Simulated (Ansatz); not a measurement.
```xyz
7

C     0.0355   -0.0153   -0.7069
C    -0.0163    0.0051    0.7894
H     0.9405   -0.0341    1.3640
H    -0.9763    0.0036    1.3795
H     0.0082    1.0112   -1.0730
H     0.8502   -0.4669   -1.1516
H    -0.9280   -0.4725   -1.0899
```

Basis set: aug-cc-pVDZ (spherical functions). Left uncorrelated: 2 orbitals. Charge 0, multiplicity 2.

Computed with Ansatz (development build ahead of 0.2.0); each method stands on the lowest determinant of its kind that the runs found.

The atomization energy at this shape (free ground-state atoms in the same class of orbitals less the molecule, no zero-point energy) of doublet C2H5:

```
method  atomization energy
   UHF            19.78 eV
```

(1) What does UHF-MP2 give?

Answers

(1) 24.46 eV.
